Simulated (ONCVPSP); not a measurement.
carbon: ONCV pseudisation with PW91, scalar-relativistic reference atom.

* Element: C
* Generator: ONCVPSP 4.0.1
* Type: optimised norm-conserving Vanderbilt (ONCV)
* Functional: PW91
* Relativity: scalar-relativistic
* Frozen core: [He]
* Valence charge: 4
* Reference configuration: 2s2 2p2
* Partial waves: 2s: rc 1.20 bohr, ncon 4, nbas 8, qcut 5.8 1/bohr, local; 2p: rc 2.00 bohr, ncon 4, nbas 8, qcut 8.8 1/bohr, 2 projectors, debl 1.1 Ha; d scattering state at 0.21 Ha: rc 2.15 bohr, ncon 4, nbas 7, qcut 5.1 1/bohr, 2 projectors, debl 3.9 Ha
* Local potential: the s channel
* Core correction: Teter function fitted to the true core (icmod 2), fcfact 0.65

All-electron outer shells of the reference configuration (PW91, scalar-relativistic, ld1.x):

```
shell  level (eV)  outermost node (bohr)  outermost maximum (bohr)
   1s     -273.70                      –                      0.17
   2s      -13.80                   0.38                      1.22
   2p       -5.34                      –                      1.20
```

Q: Estimate the cutoffs (Ha) at which the residual kinetic energy of the hardest occupied pseudo-wave falls to 1 and 0.1 mHa per electron.

A: 18 Ha and 93 Ha.

Q: What does a ghost test show?

A: No bound ghost flagged; no localised positive-energy state flagged.

Q: Tests: 2s2 2p1; 2s2 2p0; 2s1 2p0; 2s0 2p4. Which has the largest error in its energy relative to the reference configuration, and how large is it?

A: 2s1 2p0, with +419 meV (all-electron minus pseudo) on +83.42 eV.
